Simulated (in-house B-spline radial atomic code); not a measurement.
Radial electron density of Dy IV (Dy3+), [Ar] (3d3/2)4 (3d5/2)5 4s2 4p6 (4d3/2)3 (4d5/2)6 4f10 5s2 5p6 6s1. All numbers are computed (Dirac-Kohn-Sham relativistic LDA, spherical fractional occupations; Fermi nucleus of rms radius 5.2218 fm) with an all-electron radial atomic-structure program (B-spline basis), not measured.

Columns: r (bohr), 4πr²n(r) (electrons per bohr), bar.

```
0.000736    2.842 #
0.000918    4.091 ##
 0.00115    5.894 ##
 0.00143    8.328 ###
 0.00179    11.78 ####
 0.00223    16.34 ######
 0.00278    22.37 ########
 0.00347    30.13 ###########
 0.00433    39.67 ###############
 0.00541    50.87 ###################
 0.00675    62.95 ########################
 0.00843    74.75 ############################
  0.0105     84.3 ################################
  0.0131    89.83 ##################################
  0.0164    90.04 ##################################
  0.0205    85.75 ################################
  0.0255    81.01 ###############################
  0.0319    81.44 ###############################
  0.0398    90.96 ##################################
  0.0497    106.4 ########################################
   0.062    116.5 ############################################
  0.0774    111.2 ##########################################
  0.0966    94.78 ####################################
   0.121    85.89 ################################
    0.15    93.82 ###################################
   0.188    100.3 ######################################
   0.234       83 ###############################
   0.293       55 #####################
   0.365    47.71 ##################
   0.456    55.46 #####################
   0.569    51.27 ###################
    0.71    34.01 #############
   0.886    20.17 ########
    1.11    13.79 #####
    1.38    9.459 ####
    1.72    5.028 ##
    2.15    2.058 #
    2.69   0.8608 
    3.35   0.4091 
    4.18   0.1438 
    5.22  0.02715 
    6.52  0.00231 
    8.14 7.613e-05 
    10.2 7.261e-07
```

On this grid the curve has 4 maxima, near 0.0164, 0.062, 0.188, 0.456 bohr.

The 4f7/2 radial function P(r) = rR(r), positive near the nucleus, with its small component Q(r) (sign convention: Q ≈ (P' + κP/r)/2c):

| r (bohr) | P | Q |
| --- | --- | --- |
| 0.0255 | 0.00124 | -6.891e-05 |
| 0.0398 | 0.005884 | -0.000315 |
| 0.062 | 0.02501 | -0.001271 |
| 0.0966 | 0.09193 | -0.004355 |
| 0.15 | 0.2743 | -0.01185 |
| 0.234 | 0.6351 | -0.02432 |
| 0.365 | 1.05 | -0.03459 |
| 0.569 | 1.166 | -0.03156 |
| 0.886 | 0.869 | -0.01826 |
| 1.38 | 0.4353 | -0.006959 |
| 2.15 | 0.1349 | -0.001676 |
| 3.35 | 0.02057 | -0.000209 |
